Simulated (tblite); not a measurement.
C6H9O (doublet state).
SMILES with atom numbers: `[CH2:1]=[CH:2][C:3](=[CH2:4])[C@@H:5]([CH3:6])[O:7]` (hydrogens: H8, H9 on C1; H10 on C2; H11, H12 on C4; H13 on C5; H14, H15, H16 on C6)

The geometry is computed with GFN2-xTB (gas phase). This method treats the open shell by occupation alone, without spin polarisation.

Question: List the bond lengths, angles and torsions at this level.

Answer: 
```json
{"bond": "C1=C2", "length (Å)": "1.327", "order": "double"}
{"bond": "C2–C3", "length (Å)": "1.453", "order": "single"}
{"bond": "C3=C4", "length (Å)": "1.334", "order": "double"}
{"bond": "C3–C5", "length (Å)": "1.545", "order": "single"}
{"bond": "C5–C6", "length (Å)": "1.544", "order": "single"}
{"bond": "C5–O7", "length (Å)": "1.307", "order": "single"}
{"bond": "C1–H8", "length (Å)": "1.076", "order": "single"}
{"bond": "C1–H9", "length (Å)": "1.079", "order": "single"}
{"bond": "C2–H10", "length (Å)": "1.084", "order": "single"}
{"bond": "C4–H11", "length (Å)": "1.076", "order": "single"}
{"bond": "C4–H12", "length (Å)": "1.078", "order": "single"}
{"bond": "C5–H13", "length (Å)": "1.122", "order": "single"}
{"bond": "C6–H14, C6–H15, C6–H16", "length (Å)": "1.087", "order": "single"}
```

Bonds in one row agree within 0.01 Å and their mean is given. Orders are formal, as drawn. A selection of angles:
```json
{"angle": "C2–C1–H8", "degrees": "121.5"}
{"angle": "C2–C1–H9", "degrees": "122.8"}
{"angle": "H8–C1–H9", "degrees": "115.7"}
{"angle": "C1–C2–C3", "degrees": "127.1"}
{"angle": "C1–C2–H10", "degrees": "118.9"}
{"angle": "C3–C2–H10", "degrees": "114.0"}
{"angle": "C2–C3–C4", "degrees": "122.1"}
{"angle": "C2–C3–C5", "degrees": "119.3"}
{"angle": "C4–C3–C5", "degrees": "118.6"}
{"angle": "C3–C4–H11", "degrees": "120.8"}
{"angle": "C3–C4–H12", "degrees": "121.7"}
{"angle": "H11–C4–H12", "degrees": "117.5"}
{"angle": "C3–C5–C6", "degrees": "110.4"}
{"angle": "C3–C5–O7", "degrees": "114.5"}
{"angle": "C3–C5–H13", "degrees": "101.4"}
{"angle": "C6–C5–O7", "degrees": "115.7"}
{"angle": "C6–C5–H13", "degrees": "106.7"}
{"angle": "O7–C5–H13", "degrees": "106.8"}
{"angle": "C5–C6–H14", "degrees": "111.1"}
{"angle": "C5–C6–H15", "degrees": "109.8"}
{"angle": "H14–C6–H15", "degrees": "109.8"}
{"angle": "H15–C6–H16", "degrees": "108.3"}
```

Dihedral angles: C1–C2–C3–C4 -169° (antiperiplanar); C2–C3–C5–C6 71° (synclinal).

C1 (carbon bonded to C and 2 H) is planar (angles 122.8°, 121.5° and 115.7°, sum 360.0°, 0.00 Å off the plane of its three neighbours). C2 (carbon bonded to 2 C and H) is planar (angles 127.1°, 118.9° and 114.0°, sum 360.0°, 0.01 Å off the plane of its three neighbours). C4 (carbon bonded to C and 2 H) is planar (angles 121.7°, 120.8° and 117.5°, sum 360.0°, 0.00 Å off the plane of its three neighbours). The 5 C–C bonds span 1.327 Å (C1=C2, drawn double) to 1.545 Å (C3–C5, drawn single), a spread of 0.218 Å. C3 (carbon bonded to 3 C) is planar (angles 122.1°, 119.3° and 118.6°, sum 359.9°, 0.02 Å off the plane of its three neighbours). Of the pairs four or more bonds apart, H9···H13 is among the closest relative to their van der Waals radii: 2.04 Å, 85 % of the sum of Bondi's values.

Point group: C1 (no symmetry element, even within 0.4 Å). Its GFN2-xTB frequencies are all real (lowest 70 cm⁻¹). 3 starts were optimised and ended at 0.00, 1.45 and 1.46 kcal/mol (GFN2-xTB); the lowest of these is shown.

One conformer stands for the species.
